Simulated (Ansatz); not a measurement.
A made-up structure of MgBH2OF, singlet:

O1  (1.190, 1.254, -0.180)
B2  (-0.155, 0.639, 0.172)
Mg3  (-0.449, -1.876, -0.191)
F4  (-0.720, -3.814, -0.456)
H5  (1.241, 2.317, -0.002)
H6  (-1.106, 1.479, 0.657)
(Å)

It is relaxed with PBE-D4/def2-SVP and then PBE0-D4/def2-TZVP (Ansatz 0.2.0). Atoms count as bonded within 1.22 times the sum of their covalent radii (H–H: 0.88 Å). The end point is not checked to be a true minimum.

Q: Does its bonding change? (A judgement: the text doesn't fix the answer.)

A: Computed: No: no bond forms or breaks.

Where it ends: The first stage lowers the energy by 1.22 eV in 5 steps. It ends as MgBH₂OF ([OH][BH][Mg][F]):
```xyz
6
angstrom
O 1.0623 1.1202 -0.1611
B -0.1384 0.5708 0.1535
Mg -0.4012 -1.6748 -0.1709
F -0.6433 -3.4056 -0.4067
H 1.1082 2.0693 -0.0014
H -0.9875 1.3201 0.5866
```

Labels in which every atom is bracketed show which atoms are joined, not bond orders.

For scale, one of the runs: PBE0-D4/def2-TZVP relaxation, 137 basis functions, launched by `ansatz run in.yaml --threads 2 --pin off --events-out ev --progress --plain --max-ram 4352MiB`. The run took about 15 s on 2 CPU threads of an Arm Neoverse V2 (shared host).
